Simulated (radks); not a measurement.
The numbers below are computed, except where a source is named.
Task: Coherent X-ray form factor from a spherical all-electron density. Code: a radial shooting solver on a logarithmic mesh with Libxc functionals. Model: Dirac Kohn-Sham, Slater X-alpha with alpha = 0.727, spin-unpolarised, spherical densities, finite nucleus; Fermi nuclear charge, rms radius of each element as measured or else 0.836 A^(1/3) + 0.57 fm.

| sin(theta)/lambda (1/angstrom) | f0 (electrons) |
|---|---|
| 0.05 | 27.384 |
| 0.1 | 25.857 |
| 0.15 | 23.989 |
| 0.2 | 22.111 |
| 0.25 | 20.322 |
| 0.3 | 18.631 |
| 0.4 | 15.568 |
| 0.5 | 13.001 |
| 0.6 | 10.977 |
| 0.8 | 8.356 |
| 1 | 6.968 |
| 1.25 | 5.945 |
| 1.5 | 5.128 |
| 2 | 3.649 |

The species is in the configuration that NIST lists as its ground one. Which atom or ion scatters so?

Result: Neutral nickel, [Ar] 3d8 4s2. Extrapolating in s^2 from the first two rows gives f0(0) = 27.9, near the electron count 28; among species with that count, the fall with angle is slower the higher Z, and the table is that of Z = 28; from so few rows the species is fixed only to a neighbour or two.
